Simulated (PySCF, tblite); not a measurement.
One entry of a table of gas-phase calculations, keyed by method. Lists by class give the value and the number of equivalent atoms.

```json
{
 "formula": "C3H9NOSi2",
 "smiles": "[O-][CH]N[SiH]1C[SiH2]C1",
 "inchi": "InChI=1S/C3H9NOSi2/c5-1-4-7-2-6-3-7/h1,4,7H,2-3,6H2/q-1",
 "charge": -1,
 "multiplicity": 2,
 "geometry_level": "GFN2-xTB",
 "atoms_angstrom": [
  ["O", 3.606, 0.148, 1.106],
  ["C", 2.4, 0.146, 0.778],
  ["N", 1.889, -0.532, -0.284],
  ["Si", 0.242, -0.621, -0.811],
  ["C", -0.683, 1.079, -0.952],
  ["Si", -1.984, 0.633, 0.403],
  ["C", -1.087, -1.072, 0.53],
  ["H", 1.634, 0.706, 1.335],
  ["H", 2.595, -1.049, -0.785],
  ["H", 0.305, -1.474, -2.01],
  ["H", -1.115, 1.281, -1.936],
  ["H", -0.069, 1.95, -0.714],
  ["H", -3.376, 0.568, -0.078],
  ["H", -1.97, 1.465, 1.614],
  ["H", -0.679, -1.29, 1.52],
  ["H", -1.715, -1.929, 0.272]
 ],
 "electronic_structure_code": "PySCF",
 "results": {
  "GFN2-xTB geometry": {
   "rotational_constants_GHz": [3.53, 0.93, 0.884]
  },
  "GFN2-xTB harmonic vibrations, gas phase": {
   "strongest_ir_bands_cm-1_km_per_mol_modes": [
    [1133.0, 556.9, 1],
    [1632.7, 1220.1, 1],
    [2111.7, 387.8, 1],
    [2134.4, 647.4, 1],
    [2170.7, 244.9, 1],
    [2926.3, 200.1, 1]
   ],
   "zpe_kcal_per_mol": 67.4
  },
  "UKS B3LYP, pcH-1 on C H N O Si, non-relativistic, mean-field spin-orbit, GIAO": {
   "g_iso": 2.00537,
   "g_tensor": [2.00213, 2.00599, 2.008],
   "s2": 0.756,
   "a_iso_by_class_MHz": [
    ["13C", 163.1, 2],
    ["29Si", -23.7, 1],
    ["1H", -21.6, 1],
    ["13C", 21.5, 1],
    ["1H", -21.0, 1]
   ],
   "spin_populations_mulliken_by_atom": [0.13, 0.25, -0.06, 0.39, -0.01, 0.43, -0.01, -0.02, 0.0, -0.03, 0.0, -0.02, -0.02, -0.02, -0.02, 0.0]
  }
 }
}
```

At 9.50 GHz, hν = g·μB·B₀ (B₀ the magnetic field) puts the centre of the isotropic spectrum, to first order, at 338.5 mT. The rotational constants make it an asymmetric top with κ = (2B − A − C)/(A − C) = -0.97, nearer the prolate limit (−1). ⟨S²⟩ is 0.006 above the pure-spin value S(S + 1) = 0.75. The zero-point energy, half the sum of the 42 harmonic wavenumbers, equals 23570 cm⁻¹ or 282 kJ/mol.

Whether the extra electron is bound in the gas phase wasn't checked; a finite basis holds it in any case. In GFN2-xTB open shells enter through the occupations alone, without spin polarisation, so single modes can be far off. Hyperfine couplings depend on the geometry, which wasn't re-optimised at a DFT level. The unpaired spin is shared among atoms: the largest Mulliken spin population is 0.43.

The values belong to the conformer `[O-:1][CH:2][NH:3][SiH:4]1[CH2:5][SiH2:6][CH2:7]1`: O1–C2–N3–Si4 179°, C2–N3–Si4–C5 49°.
